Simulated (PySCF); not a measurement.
cyclohexanone cation (C6H10O), SMILES O=C1CCCCC1 (connectivity only; charge and spin as stated), charge +1, multiplicity 2.

The structure is a stationary point at B3LYP-D3(BJ)/def2-SVP. The multiplicity is an assumed one; other spin states were not compared. The values are those of a single conformer.

Level of theory: B3LYP/def2-TZVP (PySCF).

Gas-phase values at a fixed geometry.

```
Quantity                                                           Result
------------------------------------------------  -----------------------
total energy                                           -309.68397 hartree
point group                                                            Cs
α spin, highest occupied and lowest empty level       -13.71 and -7.24 eV
β spin, highest occupied and lowest empty level      -14.11 and -11.07 eV
dipole moment about the centre of nuclear charge                   1.02 D
⟨S²⟩                                              0.755 (pure state 0.75)
```
